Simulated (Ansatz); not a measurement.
Ideal-gas functions of `N[BH][SbH2]` at 298.15 K and 1 bar, from an Ansatz frequency run at PBE0-D4/def2-TZVP.

Molar mass 151.62 g/mol, point group C1 (symmetry number 1), electronic degeneracy 1, moments of inertia 16.03, 188.955, 199.391 u Å². Harmonic wavenumbers (cm⁻¹, unscaled): 121, 212, 408, 434, 600, 610, 642, 823, 889, 909, 1134, 1354, 1640, 1941, 1965, 2610, 3596, 3690.

Use S(trans) = R[1.5 ln M + 2.5 ln T − 1.1517]; rotational temperatures θ = 24.2544 K / I; S(rot) = R[ln(√π/σ · √(T³/θAθBθC)) + 1.5]; for each mode x = 1.438777 ν̃/T, S = R[x/(eˣ − 1) − ln(1 − e⁻ˣ)] and H = RT x/(eˣ − 1); 1 cm⁻¹ = 0.0119627 kJ/mol; R = 8.31446 J/(mol·K).

By hand: the entropy, in J/(mol·K).

Translation 171.5. Rotation: θ = 1.5131, 0.1284, 0.1216 K, giving 103.9. Vibration, mode by mode: 12.90, 8.48, 3.91, 3.54, 1.88, 1.81, 1.60, 0.79, 0.61, 0.56, 0.23, 0.09, 0.03, 0.01, 0.01, 0.00, 0.00, 0.00, in all 36.4. Electronic 0.0. Sum 311.8 J/(mol·K).

By hand: H − E and G − E in kJ/mol, counted from the electronic energy.

Zero-point energy ½ × 23578 × 0.0119627 = 141.0; thermal vibration 6.5; translation, rotation and pV give 4 RT = 9.9. H − E = 157.4 kJ/mol, and G − E = 157.4 − 298.15 × 311.8/1000 = 64.4 kJ/mol.

Vibration gives 12 % of the entropy, 12.9 J/(mol·K) of it from the mode under 150 cm⁻¹: soft modes count most, and the harmonic formula is weakest for them. The sum counts one conformer and one mirror image; others add a mixing term.
